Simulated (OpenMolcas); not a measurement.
Rh4+: moving or changing the point charges

Rh4+ among 6 point charges of -1.7 e arranged as an octahedron (Oh), 2.26 Å from the ion.

| Property | Result |
| --- | --- |
| Program | OpenMolcas 26.06 |
| Method | CASSCF |
| Basis | ANO-RCC-VDZP [6s5p3d1f] |
| Scalar Hamiltonian | DKH2, point nucleus |
| Active space | 5 electrons in 5 orbitals (4d) |
| State averaging | 2S+1 = 6 even, 1 root; 2S+1 = 4 even, 24 roots; 2S+1 = 2 even, 75 roots |
| Spin-orbit coupling | state interaction with AMFI integrals over the reference wave functions |

Runs around this geometry, states (labels of O, the rotations of Oh). Energies in cm-1 above the lowest state or level, χT in cm3 K/mol; 10Dq and B are least-squares fits to the states below 45000 cm-1, weighted by degeneracy, with a free offset, and given where the rms deviation is under 5 % of |10Dq| (or 100 cm-1) and under 700 cm-1.

```csv
R (Å),q (e),Ground state,10Dq,B (rms of fit),First gap with spin-orbit (degeneracies),χT at 300 K,First state of another spin
2.26,-1.36,6A1,2654,1001 (42),"0.1 (2, 4)",4.368,4T1 29389
2.12,-1.7,6A1,4510,998 (70),"0.3 (2, 4)",4.367,4T1 27982
2.26,-1.7,6A1,3315,1000 (53),"0.2 (2, 4)",4.368,4T1 28929
2.41,-1.7,6A1,2422,1002 (40),"0.1 (2, 4)",4.368,4T1 29543
```

Taking |10Dq| as R^-n, n = -ln(2422 / 4510) / ln(2.41 / 2.12) = 4.8 between the shortest and longest distance. The point-charge formula for a cubic d site gives n = 5.

Scaling the charges by -1.36 / -1.7 = 0.80 scales |10Dq| by 2654 / 3315 = 0.80; with fixed orbitals a first-order splitting would follow the charge.

Without dynamic correlation the repulsion within the d shell is too large (B by tens of per cent), so at a given field states of lower spin stand too high. Point charges give a weaker field than real ligands, and real ions of this kind are as a rule low spin; the high spin found here belongs to the model. This field is weak: 10Dq is about 2654 cm-1, while octahedral complexes of 4d ions of charge 3 and more, computed by the same method with explicit ligands, had a median near 25000 cm-1. Ground spin and moment need not be those of a real site (figures for R = 2.26, q = -1.36; the like holds for R = 2.12, q = -1.7, R = 2.26, q = -1.7, R = 2.41, q = -1.7). Point charges carry no covalency, so the field is a model and not that of real ligands. No measured value stands beside these numbers.
